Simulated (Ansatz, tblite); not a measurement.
Cost and result up the ladder for HfB₁₂ (13 atoms). Charge 0, multiplicity 1. Geometry: PBE-D4/def2-SVP.

```xyz
13

Hf   -0.119   -0.611   -1.198
B     1.079   -1.489    0.597
B     2.107   -0.503   -0.054
B    -2.395   -0.408   -0.041
B    -1.521    0.942   -0.062
B    -1.188   -0.297    1.207
B     1.113    1.660   -1.450
B     1.298    1.119    0.206
B    -0.108    0.930    1.039
B    -0.377   -1.945    0.965
B     2.232    0.633   -1.155
B    -1.884   -1.746    0.542
B    -0.237    1.715   -0.596
```

Ansatz on 4 threads of Arm Neoverse V2 on a shared host; xTB runs through tblite on one thread. Times are rough, summed over both states, and most runs start from the orbitals of an earlier one. No level here is sound enough to serve as a yardstick. The other state is a triplet at its own geometry.

In the def2 sets Hf takes a core potential; there is no spin–orbit coupling. The xTB rows come from tblite. The structure comes from a short search, and lower isomers may exist.

Run but left out: HF/def2-SVP, MP2/def2-SVP (singlet: restricted singlet, unstable towards broken spin symmetry); HF/def2-TZVP (singlet: restricted singlet, unstable in another Hartree–Fock run and untested here).

xTB has no spin-polarisation term.

```json
{"level": "GFN2-xTB", "functions": "57", "triplet − singlet (eV)": "0.42", "remarks": "–"}
{"level": "PBE-D4/def2-TZVP", "functions": "412", "triplet − singlet (eV)": "0.16", "remarks": "restricted SCF unstable in HF (singlet)"}
{"level": "GFN1-xTB", "functions": "57", "triplet − singlet (eV)": "1.03", "remarks": "–"}
{"level": "PBE0-D4/def2-TZVP", "functions": "412", "triplet − singlet (eV)": "0.06", "remarks": "restricted SCF unstable in HF (singlet)"}
{"level": "r2SCAN-D4/def2-TZVP", "functions": "412", "triplet − singlet (eV)": "0.03", "remarks": "restricted SCF unstable in HF (singlet)"}
```

**Question.** Estimate how long each takes.

**Answer.** GFN1-xTB 0.024 s; GFN2-xTB 0.041 s; PBE-D4/def2-TZVP 27 s; r2SCAN-D4/def2-TZVP 68 s; PBE0-D4/def2-TZVP 79 s. On shared hardware such times vary by a factor of up to 3.
